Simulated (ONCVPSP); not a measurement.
PBE ONCV dataset for niobium (Nb), scalar-relativistic all-electron reference.

- Element: niobium
- Generator: ONCVPSP 4.0.1
- Type: optimised norm-conserving Vanderbilt (ONCV)
- Functional: PBE
- Relativity: scalar-relativistic
- Frozen core: [Kr]
- Valence charge: 5
- Reference configuration: 4d4 5s1
- Partial waves: 5s: rc 3.15 bohr, ncon 3, nbas 8, qcut 1.9 1/bohr, 2 projectors, debl 1.9 Ha; p scattering state at 0.29 Ha: rc 3.05 bohr, ncon 4, nbas 8, qcut 2.4 1/bohr, 2 projectors, debl 1 Ha; 4d: rc 2.70 bohr, ncon 4, nbas 8, qcut 5.6 1/bohr, 2 projectors, debl 0.5 Ha
- Local potential: polynomial inside 2.45 bohr (lpopt 5, dvloc0 0 Ha)
- Core correction: none

In the p channel the program set the typed energies aside and used 0.050, 1.050 Ha.

All-electron outer shells of the reference configuration (PBE, scalar-relativistic, ld1.x):

| shell | level (eV) | outermost node (bohr) | outermost maximum (bohr) |
| --- | --- | --- | --- |
| 4p | -34.52 | 0.54 | 1.12 |
| 5s | -3.98 | 1.41 | 3.08 |
| 4d | -3.04 | 0.55 | 1.49 |

(1) Estimate the cutoffs (Ha) at which the residual kinetic energy of the hardest occupied pseudo-wave falls to 1 and 0.1 mHa per electron.

(2) What does a ghost test show?

## Answers

(1) 11 Ha and 16 Ha.

(2) No bound ghost flagged; GHOST(+) flagged for s at 43.4 eV, p at 46.6 eV.

Its largest configuration-test error is +64 meV (4d3 5s0). 1 of 4 tests not solved or not reliable.
